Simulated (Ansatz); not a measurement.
Consider the formal exchange of groups at a B–C bond: `CBC(C)C` + `CC[SiH3]` → `CB[SiH2]CC` + `CCC`.

Program: Ansatz. Geometries: PBE0-D4/def2-TZVP. ΔE: electronic, gas phase. CCSD(T)/CBS adds triple-zeta CCSD(T) − MP2 to the extrapolated MP2 energy (def2 sets, frozen cores). Functionals use def2-TZVPP. B3LYP here is the variant with VWN-RPA as its local correlation; programs differ in this. Each species was taken in one conformer, which may not be the lowest.

```
             level  ΔE (kcal/mol)  difference from CCSD(T)/CBS
            PBE-D4            2.7                         -1.7
         r2SCAN-D4            3.9                         -0.5
           PBE0-D4            3.3                         -1.1
          B3LYP-D4            4.0                         -0.4
           ωB97X-V            4.3                         -0.1
           ωB97M-V            5.3                          0.9
            B2PLYP            4.5                          0.1
               PBE            2.6                         -1.8
            r2SCAN            3.9                         -0.5
              PBE0            3.2                         -1.2
             B3LYP            3.8                         -0.6
     HF/def2-TZVPP            4.7                          0.3
    MP2/def2-TZVPP            5.9                          1.5
SCS-MP2/def2-TZVPP            5.5                          1.1
   CCSD/def2-TZVPP            4.5                          0.1
CCSD(T)/def2-TZVPP            4.5                          0.1
     HF/def2-QZVPP            4.8                          0.4
    MP2/def2-QZVPP            5.8                          1.4
SCS-MP2/def2-QZVPP            5.4                          1.0
      HF/CBS(def2)            4.8                          0.4
     MP2/CBS(def2)            5.8                          1.4
    CCSD/CBS(def2)            4.4                          0.0
       CCSD(T)/CBS            4.4                            0
```

Largest T1 diagnostic among the species: 0.011.
